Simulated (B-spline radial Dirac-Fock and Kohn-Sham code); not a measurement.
**Lu²⁵⁺: scattering cross sections and density moments**

System: Lu²⁵⁺, [Kr] 4d10.

Model: configuration-average Dirac-Fock orbitals. Program: an atomic code on a B-spline grid.

```
Sum of ⟨r⟩                          : 12.79 bohr
Sum of ⟨r²⟩                         : 5.527 bohr²
Sum of ⟨1/r⟩                        : 481.07 per bohr
Langevin diamagnetic susceptibility : -4.38 × 10⁻⁶ cm³/mol
Lamb shielding (α²/3)Σ⟨1/r⟩         : 8539 ppm
```

Coherent scattering is the Thomson cross section weighted by f₀², without anomalous dispersion; incoherent scattering is Klein-Nishina weighted by S. The Lamb formula is the non-relativistic shielding expression. Electron correlation is left out.

```tsv
hν (keV)	coherent (b)	incoherent (b)	incoherent per electron (b)
8.0478	1022	3.332	0.0724
17.4793	534.6	8.476	0.184
30	287.5	12.87	0.280
50	138.1	16.13	0.351
100	45.73	18.09	0.393
200	13.46	16.90	0.367
500	2.434	12.89	0.280
1000	0.6324	9.595	0.209
```

Incoherent scattering overtakes coherent scattering between 100 and 200 keV.

Values without a named source are computed, but for edge energies of neutral atoms, which are taken from tables.
